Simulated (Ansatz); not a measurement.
`OB(F)[SiH2]Br` + `[F][AlH][NH][SiH3]` → `[SiH3]N[SiH2]Br` + `O[B](F)[AlH][F]`  (redistribution)

Program: Ansatz. Geometries: PBE0-D4/def2-TZVP. ΔE: electronic, gas phase. CCSD(T)/CBS is the MP2 limit (def2-TZVPP, def2-QZVPP) plus CCSD(T) − MP2 in def2-TZVPP, frozen cores. Functionals use def2-TZVPP. B3LYP here is the variant with VWN-RPA as its local correlation; programs differ in this. For Br outer-core shells are correlated without core-valence functions, which leaves a few kJ/mol of doubt a bond. Scalar relativity is left out up to krypton. Each species was taken in one conformer, which may not be the lowest.

Problem. Is it downhill or uphill in electronic energy at CCSD(T)/CBS, and by how much? (Estimate.)

Solution. Computed: Uphill: ΔE = +0.54 eV.

Problem. What do these levels give: CAM-B3LYP-D4, ωB97X-V, B3LYP, HF/def2-TZVPP, MP2/def2-QZVPP, CCSD/CBS(def2)? (An estimate is asked.)

Solution. Ansatz gave: CAM-B3LYP-D4 0.53, ωB97X-V 0.53, B3LYP 0.54, HF/def2-TZVPP 0.50, MP2/def2-QZVPP 0.55, CCSD/CBS(def2) 0.54 eV.

Largest T1 diagnostic among the species: 0.014.

At CCSD(T), def2-SVP lies +0.11 eV from the extrapolated value and def2-TZVPP +0.02 eV. In def2-TZVPP, CCSD(T) changes the Hartree–Fock value by +0.05 eV (the triples alone add +0.01 eV) and MP2 by +0.06 eV. Leaving LDA and LC-ωPBE aside and taking each functional with its dispersion term where it has one, the values, not all of them listed here, spread over 0.11 eV, from BHLYP-D4 to B97M-V.
